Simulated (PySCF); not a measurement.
Towards the basis-set limit for BiF

State: ³Σ⁻, triplet, unpaired electrons π ↑↑. De refers to Bi + F. ROHF-based CCSD(T) in PySCF 2.14 with Bi cc-pwCVDZ-PP with ECP60, F aug-cc-pVDZ and Bi cc-pwCVTZ-PP with ECP60, F aug-cc-pVTZ (frozen core orbitals: 5; scalar-relativistic core potentials). Correlation energies are extrapolated as n⁻³ (n = 2, 3), Hartree–Fock as (n+1)·exp(−9√n).

| Level | Re (Å) | ωe (cm⁻¹) | ωexe (cm⁻¹) | αe (cm⁻¹) | De (eV) |
| --- | --- | --- | --- | --- | --- |
| CCSD(T)/DZ | 2.0485 | 541.8 | 2.26 | 0.00136 | 3.615 |
| CCSD(T)/TZ | 2.0234 | 552.7 | 2.34 | 0.00143 | 3.813 |
| HF/CBS | 2.0025 | 575.7 | 2.40 | 0.00144 | 1.994 |
| MP2/CBS | 2.0173 | 559.2 | 2.26 | 0.00141 | 4.108 |
| CCSD/CBS | 2.0110 | 566.0 | 2.33 | 0.00142 | 3.674 |
| CCSD(T)/CBS | 2.0185 | 556.4 | 2.35 | 0.00144 | 3.879 |

Q: How much is left between CCSD(T)/TZ and the basis-set limit, and how much do the triples give at the limit?

A: CCSD(T)/CBS less CCSD(T)/TZ: -4.9 mÅ in Re, +3.7 cm⁻¹ in ωe and +0.066 eV in De. CCSD(T)/CBS less CCSD/CBS: +7.5 mÅ in Re, -9.6 cm⁻¹ in ωe and +0.205 eV in De.

The T1 diagnostic is 0.018. The state was picked by a PBE0 search and need not be the measured ground state. Spin–orbit coupling, excitations beyond (T) and corrections to the Born–Oppenheimer picture are left out, and spin–orbit coupling matters for open p, d or f shells this heavy.

The whole job (state search and all basis sets along the bond) took about 46 min on 4 threads of Arm Neoverse V1 (shared host), peak memory 11 GiB.
